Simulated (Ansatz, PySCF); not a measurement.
Molecule: LiF₃ (charge -2, singlet). It need not be the lowest isomer of its formula. 
Structure (B3LYP-D3(BJ)/def2-TZVP (Ansatz, a first-principles code) minimum search):
SMILES: [F][Li-2]([F])[F]
```xyz
4

Li     0.0000     0.0000     0.0000
F      1.8752     0.0000    -0.0288
F     -0.9376     1.6242     0.0115
F     -0.9376    -1.6241     0.0173
```
Charge -2, spin multiplicity 1.

Quantity: vertical ionisation energy (to the doublet state of charge -1; each state is the SCF solution reached for its spin; the molecule has degenerate orbitals, so one determinant may break the symmetry; for the doublet the Hartree-Fock reference is unstable and T1 is 0.040), in eV. Valence correlation only, unless marked. Open shells are spin-unrestricted. Spin-orbit coupling is left out. Non-relativistic. Anions need diffuse functions: def2-D sets add few.  The program attaches cautions to a run behind CCSD/def2-SVPD: other roots. The program attaches cautions to a run behind CCSD(T)/def2-SVPD: other roots.

| level | program | vertical ionisation energy (eV) |
|---|---|---|
| HF/def2-QZVPPD | Ansatz | -0.71 |
| RI-HF/def2-TZVPPD | Ansatz | -0.69 |
| SVWN5/def2-TZVPD | Ansatz | -0.43 |
| PBE/def2-TZVPD | Ansatz | -0.72 |
| r2SCAN/def2-TZVPD | Ansatz | -0.57 |
| B3LYP/def2-TZVPD | Ansatz | -0.04 |
| PBE0/def2-TZVPD | Ansatz | -0.05 |
| BHLYP/def2-TZVPD | Ansatz | 0.65 |
| M06-2X/def2-TZVPD | PySCF | 0.80 |
| CAM-B3LYP/def2-TZVPD | Ansatz | 0.55 |
| wB97M-V/def2-TZVPD | Ansatz | 0.66 |
| wB97X-V/def2-TZVPD | Ansatz | 0.64 |
| B2PLYP/def2-TZVPD | Ansatz | 0.63 |
| RI-MP2/def2-TZVPPD | Ansatz | 1.59 |
| RI-MP2/def2-QZVPPD | Ansatz | 1.67 |
| CCSD/def2-SVPD | Ansatz | 1.25 |
| CCSD(T)/def2-SVPD | Ansatz | 1.23 |

For comparison, minus the highest occupied orbital energy (PySCF): -3.75 eV at TPSS/def2-TZVPD, -3.77 eV at M06-L/def2-TZVPD, -1.84 eV at PW6B95/def2-TZVPD.
